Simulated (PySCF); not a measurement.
## Functional dependence of a UV spectrum

C₄H₃BF₂S.
Geometry (PBE0-D3(BJ)/def2-SVP, Å), atoms numbered from 1 in this order:
```
atom  x, y, z in Å
F1    -2.7609    0.6854   -0.0795
B2    -1.8163   -0.2128   -0.3107
F3    -2.1856   -1.3294   -0.9170
C4    -0.3527    0.0310    0.1029
C5     0.7347   -0.8808   -0.0955
C6     1.9271   -0.3992    0.3667
S7     1.7493    1.1713    1.0491
C8     0.0750    1.1906    0.7196
H9     0.6241   -1.8590   -0.5656
H10    2.9048   -0.8793    0.3457
H11   -0.5292    2.0556    0.9930
```

Linear-response calculations in the def2-SVPD basis (PySCF; singlets by full response, triplets Tamm–Dancoff, core orbitals frozen in the response; HF means time-dependent Hartree–Fock). 'Strongest' is the level of largest summed f among the singlets computed (10 roots, of which the last may lack a degenerate partner); it can jump between rows when another state enters that window. S1 is the lowest singlet of each run and needn't be the same state throughout; f(S1) is that of one state. Geometry: PBE0-D3(BJ)/def2-SVP; no solvent, vibrations or thermal averaging.

```tsv
functional	kind	S1 (eV)	f(S1)	strongest (eV)	T1 (eV)	HOMO (eV)	gap (eV)	ionisation energy, ΔSCF (eV)
LDA	LDA	4.76	0.014	6.42	3.75	-6.61	4.12	9.65
PBE	GGA	4.79	0.015	6.45	3.61	-6.40	4.14	9.35
B3LYP	global hybrid, 20% exact exchange	5.09	0.022	6.52	3.63	-7.20	5.60	9.36
PBE0	global hybrid, 25% exact exchange	5.21	0.024	6.65	3.62	-7.44	6.02	9.38
BHandHLYP	global hybrid, 50% exact exchange	5.44	0.034	6.95	3.56	-8.27	7.84	9.19
CAM-B3LYP	range-separated hybrid	5.38	0.029	6.79	3.65	-8.67	8.35	9.41
wB97X-D	range-separated hybrid	5.40	0.030	6.83	3.73	-9.23	9.57	9.39
LC-wPBE	range-separated hybrid	5.64	0.033	7.06	3.61	-10.01	10.74	9.49
```

Q: What does HF (Hartree–Fock) give?

A: S1 (eV) 5.62, f(S1) 0.051, strongest (eV) 7.44, T1 (eV) 3.16, HOMO (eV) -9.46, gap (eV) 11.48, ionisation energy, ΔSCF (eV) not settled. S1 runs from 4.76 eV (LDA) to 5.64 eV (LC-wPBE), a spread of 0.89 eV, while the orbital gap spreads over 7.4 eV. Along PBE (0%), B3LYP (20%), PBE0 (25%), BHandHLYP (50%), HF (100%) S1 rises with the share of exact exchange. −ε(HOMO) comes closest to its own ΔSCF ionisation energy with wB97X-D (-0.16 eV) and misses most with LDA (-3.04 eV). 'Not settled' means that the ion's SCF failed to converge or may have ended in another state than the lowest.
